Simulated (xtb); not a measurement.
Input for xtb: GFN1-xTB on BeN, 2S+1 = 4, a spin state set in the input, which need not be the lowest, a point of a bond scan (R = 1.701 Å).

```
$ xtb mol.xyz --gfn 1 --sp --chrg 0 --uhf 3
2

Be     0.00000000     0.00000000     0.00000000
N      0.00000000     0.00000000     1.70126400
```

Program output:

```
[...]
           -------------------------------------------------
          |                Calculation Setup                |
           -------------------------------------------------



           -------------------------------------------------
          |                 G F N 1 - x T B                 |
           -------------------------------------------------

        Reference                      10.1021/acs.jctc.7b00118
      * Hamiltonian:
        H0-scaling (s, p, d)           1.850000    2.250000    2.000000
        zeta-weighting                 0.000000
      * Dispersion:
        s8                             2.400000
        a1                             0.630000
        a2                             5.000000
        s9                             0.000000
      * Repulsion:
        kExp                           1.500000
        rExp                           1.000000
      * Coulomb:
        alpha                          2.000000
        third order                    atomic
        anisotropic                    false
      * Halogen bond correction:
        rad-scale                      1.300000
        damping                        0.440000


          ...................................................
          :                      SETUP                      :
          :.................................................:
          :  # basis functions                   8          :
          :  # atomic orbitals                   8          :
          :  # shells                            4          :
          :  # electrons                         7          :
          :  # halogen bonds                     0          :
          :  max. iterations                   250          :
          :  Hamiltonian                  GFN1-xTB          :
          :  restarted?                      false          :
          :  GBSA solvation                  false          :
          :  PC potential                    false          :
          :  electronic temp.          300.0000000     K    :
          :  accuracy                    1.0000000          :
          :  -> integral cutoff          0.2500000E+02      :
          :  -> integral neglect         0.1000000E-07      :
          :  -> SCF convergence          0.1000000E-05 Eh   :
          :  -> wf. convergence          0.2000000E-04 e    :
          :  Broyden damping             0.4000000          :
          :  net charge                          0          :
          :  unpaired electrons                  3          :
          ...................................................

 iter      E             dE          RMSdq      gap      omega  full diag
   1     -3.2465064 -0.324651E+01  0.148E+01    2.98       0.0  T
   2     -3.6460711 -0.399565E+00  0.817E+00    3.57       1.0  T
   3     -3.6795773 -0.335062E-01  0.522E+00    3.59       1.0  T
   4     -3.0673796  0.612198E+00  0.191E+01    2.75       1.0  T
   5     -3.6467432 -0.579364E+00  0.536E+00    3.60       1.0  T
   6     -3.6608626 -0.141194E-01  0.575E+00    3.58       1.0  T
   7     -3.6965356 -0.356730E-01  0.184E+00    3.62       1.0  T
   8     -3.7016490 -0.511338E-02  0.326E-01    3.63       1.0  T
   9     -3.7013409  0.308141E-03  0.529E-01    3.63       1.0  T
  10     -3.7015345 -0.193639E-03  0.407E-01    3.63       1.0  T
  11     -3.7016361 -0.101559E-03  0.319E-01    3.63       1.0  T
  12     -3.7017984 -0.162331E-03  0.668E-02    3.63       1.1  T
  13     -3.7018052 -0.677096E-05  0.157E-02    3.63       4.5  T
  14     -3.7018056 -0.414882E-06  0.524E-04    3.63     134.9  T
  15     -3.7018056 -0.263133E-09  0.171E-04    3.63     414.0  T
  16     -3.7018056 -0.486677E-10  0.142E-07    3.63  100000.0  T

   *** convergence criteria satisfied after 16 iterations ***

         #    Occupation            Energy/Eh            Energy/eV
      -------------------------------------------------------------
         1        2.0000           -0.6597437             -17.9525
         2        1.9996           -0.4063603             -11.0576
         3        1.0002           -0.3907445             -10.6327
         4        1.0002           -0.3907445             -10.6327
         5        1.0000           -0.3359031              -9.1404 (HOMO)
         6                         -0.2023203              -5.5054 (LUMO)
         7                         -0.2023203              -5.5054
         8                          0.1409322               3.8350
      -------------------------------------------------------------
                  HL-Gap            0.1335828 Eh            3.6350 eV
             Fermi-level           -0.3339968 Eh           -9.0885 eV

 SCC (total)                   0 d,  0 h,  0 min,  0.003 sec
 SCC setup                      ...        0 min,  0.000 sec (  3.952%)
 Dispersion                     ...        0 min,  0.000 sec (  3.110%)
 classical contributions        ...        0 min,  0.000 sec (  0.668%)
 integral evaluation            ...        0 min,  0.000 sec ( 16.291%)
 iterations                     ...        0 min,  0.001 sec ( 54.521%)
 molecular gradient             ...        0 min,  0.000 sec ( 16.690%)
 printout                       ...        0 min,  0.000 sec (  4.078%)

         :::::::::::::::::::::::::::::::::::::::::::::::::::::
         ::                     SUMMARY                     ::
         :::::::::::::::::::::::::::::::::::::::::::::::::::::
         :: total energy              -3.696004694866 Eh    ::
         :: gradient norm              0.034454734868 Eh/a0 ::
         :: HOMO-LUMO gap              3.634973441320 eV    ::
         ::.................................................::
         :: SCC energy                -3.701805579285 Eh    ::
         :: -> electrostatic           0.018022594017 Eh    ::
         :: repulsion energy           0.006057025605 Eh    ::
         :: dispersion energy         -0.000256141186 Eh    ::
         :: halogen bond corr.         0.000000000000 Eh    ::
         :: add. restraining           0.000000000000 Eh    ::
         :: total charge              -0.000000000699 e     ::
         :::::::::::::::::::::::::::::::::::::::::::::::::::::

           -------------------------------------------------
          |                Property Printout                |
           -------------------------------------------------

    * Orbital Energies and Occupations

         #    Occupation            Energy/Eh            Energy/eV
      -------------------------------------------------------------
         1        2.0000           -0.6597437             -17.9525
         2        1.9996           -0.4063603             -11.0576
         3        1.0002           -0.3907445             -10.6327
         4        1.0002           -0.3907445             -10.6327
         5        1.0000           -0.3359031              -9.1404 (HOMO)
         6                         -0.2023203              -5.5054 (LUMO)
         7                         -0.2023203              -5.5054
         8                          0.1409322               3.8350
      -------------------------------------------------------------
                  HL-Gap            0.1335828 Eh            3.6350 eV
             Fermi-level           -0.3339968 Eh           -9.0885 eV

  Mulliken/CM5 charges         n(s)   n(p)   n(d)
     1Be    0.34555  0.48561   1.042  0.612  0.000
     2N    -0.34555 -0.48561   1.851  3.495  0.000

Wiberg/Mayer (AO) data.
largest (>0.10) Wiberg bond orders for each atom

 ---------------------------------------------------------------------------
     #   Z sym  total        # sym  WBO       # sym  WBO       # sym  WBO
 ---------------------------------------------------------------------------
Note: The following floating-point exceptions are signalling: IEEE_DENORMAL
normal termination of xtb
     1   4 Be   1.078 --     2 N    1.078
     2   7 N    1.078 --     1 Be   1.078
 ---------------------------------------------------------------------------

Topologies differ in total number of bonds
Writing topology from bond orders to xtbtopo.mol

 dipole moment from electron density (au)
     X       Y       Z
   0.0000  -0.0000  -0.9337  total (Debye):    2.373


           -------------------------------------------------
          | TOTAL ENERGY               -3.696004694866 Eh   |
          | GRADIENT NORM               0.034454734868 Eh/α |
          | HOMO-LUMO GAP               3.634973441320 eV   |
           -------------------------------------------------

------------------------------------------------------------------------
------------------------------------------------------------------------
 total:
 SCF:
```

The run finished.

Cost: roughly 0.03 core-seconds.
